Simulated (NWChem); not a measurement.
Program: NWChem. System: H2AlClO2, charge 0, spin multiplicity 1, at a geometry optimised with B3LYP/def2-SVP. The structure started from a generated list of species. Level: RHF/aug-cc-pVDZ.

Part of the output:

```
             Northwest Computational Chemistry Package (NWChem) 7.3.0
             --------------------------------------------------------

                                NWChem Input Module
                                -------------------

 Scaling coordinates for geometry "geometry" by  1.889725989
 (inverse scale =  0.529177249)

 Turning off AUTOSYM since
 SYMMETRY directive was detected!

                             Geometry "geometry" -> ""
                             -------------------------

 Output coordinates in angstroms (scale by  1.889725989 to convert to a.u.)

  No.       Tag          Charge          X              Y              Z
 ---- ---------------- ---------- -------------- -------------- --------------
    1 Al                  13.0000    -0.33537800     0.24606400     0.00000000
    2 Cl                  17.0000     1.36880100    -0.97652900     0.00000000
    3 O                    8.0000    -0.09536000     1.91975300     0.00000000
    4 H                    1.0000    -0.79956700     2.57424900     0.00000000
    5 O                    8.0000    -1.90251700    -0.39950600     0.00000000
    6 H                    1.0000    -2.12713200    -1.33406900     0.00000000

 Effective nuclear repulsion energy (a.u.)     198.0129225033

            Nuclear Dipole moment (a.u.)
            ----------------------------
        X                 Y               Z
 ---------------- ---------------- ----------------
    -0.0000226767    -0.0000094486     0.0000000000

      Symmetry information
      --------------------

 Group name             Cs
 Group number              2
 Group order               2
 No. of unique centers     6

      Symmetry unique atoms

     1    2    3    4    5    6


 Summary of "ao basis" -> "" (spherical)
 ------------------------------------------------------------------------------
       Tag                 Description            Shells   Functions and Types
 ---------------- ------------------------------  ------  ---------------------
 *                        aug-cc-pvdz                 on all atoms

 Summary of "ao basis" -> "ao basis" (spherical)
 ------------------------------------------------------------------------------
       Tag                 Description            Shells   Functions and Types
 ---------------- ------------------------------  ------  ---------------------
 Al                       aug-cc-pvdz               11       27   5s4p2d
 Cl                       aug-cc-pvdz               11       27   5s4p2d
 O                        aug-cc-pvdz                9       23   4s3p2d
 H                        aug-cc-pvdz                5        9   3s2p

                                 NWChem SCF Module
                                 -----------------

  ao basis        = "ao basis"
  functions       =   118
  atoms           =     6
  closed shells   =    24
  open shells     =     0
  charge          =   0.00
  wavefunction    = RHF
  use symmetry    = T
  symmetry adapt  = T

 Summary of "ao basis" -> "ao basis" (spherical)
 ------------------------------------------------------------------------------
       Tag                 Description            Shells   Functions and Types
 ---------------- ------------------------------  ------  ---------------------
 Al                       aug-cc-pvdz               11       27   5s4p2d
 Cl                       aug-cc-pvdz               11       27   5s4p2d
 O                        aug-cc-pvdz                9       23   4s3p2d
 H                        aug-cc-pvdz                5        9   3s2p

      Symmetry analysis of basis
      --------------------------

        a'         84
        a"         34

 Forming initial guess at       0.1s

      Superposition of Atomic Density Guess
      -------------------------------------

 Sum of atomic energies:        -851.88323698

      Non-variational initial energy
      ------------------------------

 Total energy =    -852.631628
 1-e energy   =   -1572.296238
 2-e energy   =     521.651687
 HOMO         =      -0.468695
 LUMO         =      -0.062578

      Symmetry analysis of molecular orbitals - initial
      -------------------------------------------------

  Numbering of irreducible representations:

     1 a'          2 a"

  Orbital symmetries:

     1 a'          2 a'          3 a'          4 a'          5 a'
     6 a'          7 a'          8 a"          9 a'         10 a'
    11 a'         12 a"         13 a'         14 a'         15 a'
    16 a'         17 a'         18 a'         19 a'         20 a"
    21 a'         22 a"         23 a"         24 a'         25 a'
    26 a'         27 a"         28 a'         29 a'         30 a'
    31 a"         32 a'         33 a'         34 a'

 Starting SCF solution at       7.5s

 ----------------------------------------------
         Quadratically convergent ROHF

 Convergence threshold     :          1.000E-07
 Maximum no. of iterations :          100
 Final Fock-matrix accuracy:          1.000E-09
 ----------------------------------------------

              iter       energy          gnorm     gmax       time
             ----- ------------------- --------- --------- --------
                 1     -852.4325626950  1.38D+00  2.92D-01      7.7
                 2     -852.5263546523  2.72D-01  5.18D-02      8.1
                 3     -852.5339238562  2.28D-02  3.91D-03      8.6
                 4     -852.5339891523  2.51D-04  4.12D-05      9.5
                 5     -852.5339891614  2.89D-08  5.12D-09     10.9

       Final RHF  results
       ------------------

         Total SCF energy =   -852.533989161429
      One-electron energy =  -1575.984286910958
      Two-electron energy =    525.437375246199
 Nuclear repulsion energy =    198.012922503330

        Time for solution =      3.4s

       Symmetry analysis of molecular orbitals - final
       -----------------------------------------------

  Numbering of irreducible representations:

     1 a'          2 a"

  Orbital symmetries:

     1 a'          2 a'          3 a'          4 a'          5 a'
     6 a'          7 a"          8 a'          9 a'         10 a"
    11 a'         12 a'         13 a'         14 a'         15 a'
    16 a'         17 a'         18 a'         19 a'         20 a"
    21 a'         22 a"         23 a"         24 a'         25 a'
    26 a'         27 a"         28 a'         29 a'         30 a'
    31 a'         32 a"         33 a'         34 a'

             Final eigenvalues
             -----------------

              1
    1 -104.8234
    2  -58.5386
    3  -20.5677
    4  -20.5634
    5  -10.5516
    6   -8.0186
    7   -8.0165
    8   -8.0164
    9   -4.9482
   10   -3.2648
   11   -3.2637
   12   -3.2628
   13   -1.3288
   14   -1.3178
   15   -1.0832
   16   -0.7136
   17   -0.6877
   18   -0.5658
   19   -0.5346
   20   -0.5277
   21   -0.5168
   22   -0.5047
   23   -0.4707
   24   -0.4675
   25    0.0257
   26    0.0330
   27    0.0349
   28    0.0410
   29    0.0728
   30    0.0747
   31    0.1180
   32    0.1241
   33    0.1456
   34    0.1609

                       ROHF Final Molecular Orbital Analysis
                       -------------------------------------

 Vector   22  Occ=2.000000D+00  E=-5.047393D-01  Symmetry=a"
              MO Center= -8.5D-01,  9.0D-01, -2.0D-16, r^2= 2.8D+00
   Bfn.  Coefficient  Atom+Function         Bfn.  Coefficient  Atom+Function
  ----- ------------  ---------------      ----- ------------  ---------------
    61      0.457086  3 O  pz                93     -0.394830  5 O  pz
    64      0.350671  3 O  pz                96     -0.303002  5 O  pz

 Vector   23  Occ=2.000000D+00  E=-4.707427D-01  Symmetry=a"
              MO Center=  1.2D+00, -8.3D-01, -7.5D-16, r^2= 1.8D+00
   Bfn.  Coefficient  Atom+Function         Bfn.  Coefficient  Atom+Function
  ----- ------------  ---------------      ----- ------------  ---------------
    38      0.570075  2 Cl pz                41      0.463298  2 Cl pz

 Vector   24  Occ=2.000000D+00  E=-4.675436D-01  Symmetry=a'
              MO Center=  1.2D+00, -9.0D-01,  2.7D-16, r^2= 1.8D+00
   Bfn.  Coefficient  Atom+Function         Bfn.  Coefficient  Atom+Function
  ----- ------------  ---------------      ----- ------------  ---------------
    37      0.452095  2 Cl py                36      0.364226  2 Cl px
    40      0.358326  2 Cl py                39      0.284962  2 Cl px

 Vector   25  Occ=0.000000D+00  E= 2.566106D-02  Symmetry=a'
              MO Center= -1.7D+00, -8.4D-02,  1.5D-14, r^2= 1.5D+01
   Bfn.  Coefficient  Atom+Function         Bfn.  Coefficient  Atom+Function
  ----- ------------  ---------------      ----- ------------  ---------------
     5      1.293983  1 Al s                 32     -1.277573  2 Cl s
    12      0.942935  1 Al px                58     -0.776708  3 O  s
    90      0.645318  5 O  s                 42      0.450037  2 Cl px
   112      0.450418  6 H  s                 97      0.427374  5 O  px
    79      0.353870  4 H  s                 15     -0.341777  1 Al px

 Vector   26  Occ=0.000000D+00  E= 3.300968D-02  Symmetry=a'
              MO Center= -3.3D-01,  2.1D-01, -1.2D-17, r^2= 3.2D+01
   Bfn.  Coefficient  Atom+Function         Bfn.  Coefficient  Atom+Function
  ----- ------------  ---------------      ----- ------------  ---------------
    16      1.781771  1 Al py                58      1.265815  3 O  s
     4     -0.996300  1 Al s                 80     -0.858021  4 H  s
    12      0.660449  1 Al px                13     -0.566066  1 Al py
   112      0.500104  6 H  s                 90      0.496869  5 O  s
     5      0.492026  1 Al s                 43     -0.480469  2 Cl py

 Vector   27  Occ=0.000000D+00  E= 3.486676D-02  Symmetry=a"
              MO Center= -5.3D-01,  3.4D-01, -8.0D-14, r^2= 2.7D+01
   Bfn.  Coefficient  Atom+Function         Bfn.  Coefficient  Atom+Function
  ----- ------------  ---------------      ----- ------------  ---------------
    17      1.189995  1 Al pz                44     -0.279325  2 Cl pz

 center of mass
 --------------
 x =   0.07702046 y =  -0.03826116 z =   0.00000000

 moments of inertia (a.u.)
 ------------------
         374.656599113621         138.824386668744           0.000000000000
         138.824386668744         470.088521581559           0.000000000000
           0.000000000000           0.000000000000         844.745120695180

  Mulliken analysis of the total density
  --------------------------------------

    Atom       Charge   Shell Charges
 -----------   ------   -------------------------------------------------------
    1 Al  13    10.92   2.00  2.01  0.33 -0.30 -0.03  6.00  0.57  0.04 -0.00  0.34 -0.04
    2 Cl  17    17.47   2.00  2.01  0.92  0.98  0.08  6.00  3.05  2.29  0.12  0.01  0.01
    3 O    8     9.00   2.00  0.80  0.94  0.11  2.84  2.04  0.26  0.01  0.00
    4 H    1     0.88   0.72  0.02  0.01  0.08  0.04
    5 O    8     8.85   2.00  0.80  0.94  0.04  2.84  2.03  0.18  0.01  0.00
    6 H    1     0.89   0.72  0.03 -0.00  0.09  0.05

       Multipole analysis of the density wrt the origin
       ------------------------------------------------

     L   x y z        total         open         nuclear
     -   - - -        -----         ----         -------
     0   0 0 0     -0.000000      0.000000     48.000000

     1   1 0 0     -0.748293      0.000000     -0.000023
     1   0 1 0     -0.096856      0.000000     -0.000009
     1   0 0 1      0.000000      0.000000      0.000000

     2   2 0 0    -29.471987      0.000000    241.071867
     2   1 1 0      0.019497      0.000000    -65.710522
     2   1 0 1      0.000000      0.000000      0.000000
     2   0 2 0    -24.875636      0.000000    200.570325
     2   0 1 1      0.000000      0.000000      0.000000
     2   0 0 2    -25.181653      0.000000      0.000000

 Task  times  cpu:       10.9s     wall:       10.9s

 Total times  cpu:       11.0s     wall:       11.0s
```

Problem. Write an NWChem input that would produce this output.

Solution. One answer among several that fit: 
```
start mol
memory heap 200 mb stack 900 mb global 1100 mb
geometry units angstroms nocenter noautoz
  Al    -0.335378     0.246064     0.000000
  Cl     1.368801    -0.976529     0.000000
  O     -0.095360     1.919753     0.000000
  H     -0.799567     2.574249     0.000000
  O     -1.902517    -0.399506     0.000000
  H     -2.127132    -1.334069     0.000000
  symmetry group Cs
end
basis spherical
  * library aug-cc-pvdz
end
scf
  rhf
  nopen 0
  maxiter 100
  thresh 1e-7
  semidirect memsize 60000000 filesize 0
end
task scf energy
```
